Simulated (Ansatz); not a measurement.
C$_{4}$H$_{5}$Si (SMILES [C]1=CC=C[SiH2]1), doublet, at a GFN2-xTB geometry; Ansatz (a first-principles code) with PBE/STO-3G.

Here is a job for Ansatz.
Ansatz 0.2 input:
```yaml
crystal:
  periodic: [false, false, false]
  atoms:
    - {symbol: C, position_ang: [0.44591387, -1.25163106, -0.25016052]}
    - {symbol: C, position_ang: [-0.85427276, -1.18702227, -0.47642741]}
    - {symbol: C, position_ang: [-1.45041082, 0.13547882, -0.23550690]}
    - {symbol: C, position_ang: [-0.61209766, 1.09308108, 0.17677132]}
    - {symbol: Si, position_ang: [1.14625334, 0.39568132, 0.32014655]}
    - {symbol: H, position_ang: [-1.48154538, -1.99980383, -0.81057598]}
    - {symbol: H, position_ang: [-2.51176486, 0.27248353, -0.39774692]}
    - {symbol: H, position_ang: [-0.94808515, 2.09659071, 0.38137223]}
    - {symbol: H, position_ang: [2.07767975, 0.98642045, -0.63647063]}
    - {symbol: H, position_ang: [1.64137302, 0.36533126, 1.69331065]}
basis:
  gaussian:
    orbitals: STO-3G
hamiltonian:
  xc: pbe
magnetization: {spin_polarized: true, initial_magnetization: 1}
accuracy: high
```

### Question
Write the output that Ansatz gives for this input, abridged.

### Answer

```
Functional definition: PBE
734 factors; integrals over basis functions are off by at most 2.5e-9 eV
mean field evaluation 1: about -11949.5136 eV, gradient 1.4e1 eV
mean field evaluation 2: about -11949.2283 eV, gradient 1.6e1 eV
mean field evaluation 4: about -11951.0198 eV, gradient 1.1e0 eV
mean field evaluation 8: about -11950.8679 eV, gradient 1.6e-1 eV
mean field evaluation 16: about -11950.8682 eV, gradient 7.5e-5 eV
mean field -11950.86819500 eV, -439.1863055768 hartree, gradient 5.2e-8 eV, S^2 0.767075; 0 other end points of the search recorded, 0 dependent functions left out
reference -11950.86819741 eV, -439.1863056654 hartree; 22, 21 occupied and 12, 13 virtual orbitals, 734 factors
Total energy: -11950.86819741 eV, -439.1863056654 hartree
```
